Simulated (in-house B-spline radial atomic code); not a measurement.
**Functionals against ionisation energies along an isoelectronic series: Zn to Br⁵⁺**

Ionisation energies as differences of self-consistent total energies from a B-spline radial code for spherical atoms: all electrons, radial basis limit, scalar-relativistic (one-electron X2C), spin-polarised at highest spin, spherical densities; exact exchange is averaged over the determinants of each configuration. No spin-orbit coupling, Breit or QED terms. NIST's values run from ground level to ground level, so in open shells the differences also hold multiplet and fine-structure energies that spherical high-spin averages miss. Columns give computed minus NIST, in eV; a star marks a semi-empirical value. Species are left out where the tabulated value is theory, is uncertain by more than 0.12 eV, or (13 ions, such as In⁴⁺, Te⁴⁺ and Bi⁴⁺) lies off its series for all methods alike, which flatters the means a little.

```
species  shell     NIST (eV)   RPBE  r2SCAN   PBE0  HSE06  wB97X  CAM-B3LYP
     Zn     4s          9.39  +0.07   +0.01  -0.12  -0.07  +0.20      +0.13
    Ga⁺     4s         20.52      ?       ?      ?      ?      ?          ?
   Ge²⁺     4s         34.06  +0.16   -0.01  -0.02  +0.05  +0.22      +0.40
   Br⁵⁺     4s  87.39 ± 0.03  +0.35   -0.09  +0.14  +0.22  +0.05      +0.68
```

(1) What are the differences for Ga⁺ ([Ar] 3d10 4s2)?

(2) How do the methods rank, and which species is hardest?

Answers

(1) RPBE +0.10; r2SCAN 0.00; PBE0 -0.08; HSE06 -0.01; wB97X +0.23; CAM-B3LYP +0.28 eV.

(2) Mean absolute (signed) differences: r2SCAN 0.03 (-0.02) eV; HSE06 0.09 (+0.05) eV; PBE0 0.09 (-0.02) eV; RPBE 0.17 (+0.17) eV; wB97X 0.17 (+0.17) eV; CAM-B3LYP 0.37 (+0.37) eV. For Br⁵⁺, which loses a 4s electron, the nearest method is off by +0.05 eV, the largest such miss.
